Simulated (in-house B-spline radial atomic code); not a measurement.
Settings and results of a run for Mo6+ (an excited or competing configuration). Method: scalar-relativistic (X2C) RPBE, spin-polarised, spherical fractional occupations, Fermi nucleus of rms radius 4.4091 fm. Calculated with an all-electron radial atomic-structure program (B-spline basis).

Command:
```bash
python run_scf.py task.json out
```
Settings (nuclear radius in fm, mass in u):
```
Z                42
configuration    [Ar] 3d9 4s2 4p6 5p1
hamiltonian      x2c
method           rpbe,pbe
spin_polarised   True
nucleus          fermi
rms_radius       4.4091
atomic_mass      97.9054
speed_of_light   137.035999084
```

Output (hartree, bohr):
```
 radial grid: 68 intervals, B-splines of order 8, outer radius 21.6418 bohr

 iter        energy (Eh)    residual
    1       -4023.177931    5.28e-01
    2       -4028.694189    3.53e-01
    3       -4030.446027    7.21e-02
    4       -4030.547781    2.32e-02
    5       -4030.553241    9.23e-03
    6       -4030.554763    6.36e-04
    7       -4030.554770    5.00e-05
    8       -4030.554770    3.92e-06
    9       -4030.554770    2.95e-07

 total energy                     -4030.55477
 kinetic                            4180.6825
 electron-nucleus                  -9594.3136
 Hartree                            1503.4174
 exchange-correlation               -120.3412

 orbital      occ     eigenvalue          <r>       <r^2>       <1/r>       r_max
 1s up      1.000      -731.9395    0.0346697    0.001633     44.9864     0.02228
 1s down    1.000      -731.9374    0.0346696  0.00163298     44.9865     0.02228
 2s up      1.000      -107.4028     0.153277   0.0277556     10.0671      0.1295
 2s down    1.000      -107.3419     0.153229   0.0277382     10.0709      0.1295
 2p up      3.000       -96.5090     0.133747   0.0218699     9.55981      0.1034
 2p down    3.000       -96.4627     0.133694    0.021852      9.5629      0.1034
 3s up      1.000       -21.7607     0.424578    0.206463     3.45662      0.3818
 3s down    1.000       -21.6825     0.424899    0.206779     3.45275      0.3819
 3p up      3.000       -18.1883      0.42501    0.210044     3.25331      0.3747
 3p down    3.000       -18.1089     0.425447    0.210487     3.24907      0.3749
 3d up      5.000       -12.4248     0.405641     0.19687     3.02335      0.3186
 3d down    4.000       -12.3353      0.40645    0.197745     3.01882       0.319
 4s up      1.000        -5.7779      1.03193     1.19849     1.33835       0.951
 4s down    1.000        -5.7575      1.03314     1.20089     1.33573       0.953
 4p up      3.000        -4.7258      1.10874     1.39223     1.21876       1.009
 4p down    3.000        -4.7065      1.10962     1.39383       1.217       1.012
 5p up      1.000        -2.0037      2.39368     6.38784    0.556601       2.304
```

Run time, properties included: 0.21 s on 1 thread of Arm Neoverse N1, on a shared host.

One-electron X2C: radii and densities carry no picture-change correction, so inner-shell <1/r> comes out high (for 1s by about 2 % at Z = 33, 5 % at 54, 10 % at 75, 30 % at 118) and <r> low.
